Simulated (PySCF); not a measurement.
HN2 (SMILES N#[NH+]), charge +1, singlet, geometry from GFN2-xTB; DF-HF/def2-SV(P) run with PySCF.

Input for PySCF:
```python
from pyscf import gto, scf

mol = gto.Mole()
mol.atom = '''
    N    -0.000000   -0.000000   -0.435395
    N     0.000000    0.000000    0.644830
    H    -0.000000   -0.000000   -1.466046
'''
mol.basis = 'def2-sv(p)'
mol.charge = 1
mol.spin = 0
mol.verbose = 4
mol.build()

mf = scf.RHF(mol)
mf = mf.density_fit(auxbasis='def2-universal-jkfit')
mf.kernel()
```

### Question
Predict the main parts of the log of this PySCF run.

### Answer

```
PySCF version 2.14.0

[INPUT] verbose = 4
[INPUT] num. atoms = 3
[INPUT] num. electrons = 14
[INPUT] charge = 1
[INPUT] spin (= nelec alpha-beta = 2S) = 0
[INPUT] symmetry False subgroup None
[INPUT] Mole.unit = angstrom
[INPUT] Symbol           X                Y                Z      unit          X                Y                Z       unit  Magmom
[INPUT]  1 N      0.000000000000   0.000000000000  -0.435395000000 AA    0.000000000000   0.000000000000  -0.822777306005 Bohr   0.0
[INPUT]  2 N      0.000000000000   0.000000000000   0.644830000000 AA    0.000000000000   0.000000000000   1.218552096903 Bohr   0.0
[INPUT]  3 H      0.000000000000   0.000000000000  -1.466046000000 AA    0.000000000000   0.000000000000  -2.770425426014 Bohr   0.0

nuclear repulsion = 29.3528792638843
number of shells = 14
number of NR pGTOs = 52
number of NR cGTOs = 30
basis = def2-sv(p)
ecp = {}

******** <class 'pyscf.df.df_jk.DFRHF'> ********
method = DFRHF
initial guess = minao
damping factor = 0
level_shift factor = 0
DIIS = <class 'pyscf.scf.diis.CDIIS'>
diis_start_cycle = 1
diis_space = 8
diis_damp = 0
SCF conv_tol = 1e-09
SCF conv_tol_grad = None
SCF max_cycles = 50
direct_scf = False
Set gradient conv threshold to 3.16228e-05
Initial guess from minao.
******** <class 'pyscf.df.df.DF'> ********
auxbasis = def2-universal-jkfit
init E= -109.666597583157
  HOMO = -0.48755304476319  LUMO = 0.0503335616104587  gap/eV = 14.63664
cycle= 1 E= -108.956191014325  delta_E= 0.71  |g|= 0.56  |ddm|= 1.86
  HOMO = -1.04375230695297  LUMO = -0.267937386680043  gap/eV = 21.11100
cycle= 2 E= -109.023871523764  delta_E= -0.0677  |g|= 0.286  |ddm|= 0.56
  HOMO = -1.00325623544737  LUMO = -0.198493294035436  gap/eV = 21.89872
cycle= 3 E= -109.037338259923  delta_E= -0.0135  |g|= 0.0921  |ddm|= 0.222
  HOMO = -0.989023372539744  LUMO = -0.17954367787199  gap/eV = 22.02706
cycle= 4 E= -109.039198680842  delta_E= -0.00186  |g|= 0.0231  |ddm|= 0.0693
  HOMO = -0.991478153187762  LUMO = -0.181383270720099  gap/eV = 22.04380
cycle= 5 E= -109.039328410498  delta_E= -0.00013  |g|= 0.00281  |ddm|= 0.0309
  HOMO = -0.991308261605028  LUMO = -0.181314470124305  gap/eV = 22.04105
cycle= 6 E= -109.039332391701  delta_E= -3.98e-06  |g|= 0.000849  |ddm|= 0.00816
  HOMO = -0.99127071882152  LUMO = -0.181287950927143  gap/eV = 22.04075
cycle= 7 E= -109.039332592222  delta_E= -2.01e-07  |g|= 0.000135  |ddm|= 0.00176
  HOMO = -0.991273533193564  LUMO = -0.181297961180951  gap/eV = 22.04056
cycle= 8 E= -109.039332596007  delta_E= -3.79e-09  |g|= 8.75e-06  |ddm|= 0.000139
  HOMO = -0.991273440121339  LUMO = -0.181297914197011  gap/eV = 22.04056
cycle= 9 E= -109.039332596032  delta_E= -2.43e-11  |g|= 1.01e-06  |ddm|= 1.22e-05
  HOMO = -0.991273492809898  LUMO = -0.181297898542331  gap/eV = 22.04056
Extra cycle  E= -109.039332596032  delta_E= -2.84e-13  |g|= 3.06e-07  |ddm|= 1.77e-06
converged SCF energy = -109.039332596032
```
